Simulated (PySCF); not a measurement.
Computed with B3LYP-D3(BJ)/def2-TZVP in PySCF. Gas-phase values, no solvent. B3LYP has the VWN-RPA correlation part, as in Gaussian. 

Reference species (SMILES): `[F][GaH2]` (neutral, multiplicity 1).

The HOMO is -8.80 eV and the dipole moment is 2.30 D. The LUMO comes out as -1.95 eV.

Changed species: `[F][GaH][F]` (1 of 3 F replaced by H; the reference has 2 of 3 F replaced by H).

Task: What does the change do to the HOMO, dipole moment and LUMO?

Result: the HOMO falls by 1.38 eV, to -10.18 eV; the dipole moment rises by 0.29 D, to 2.59 D; the LUMO rises by 0.21 eV, to -1.74 eV.
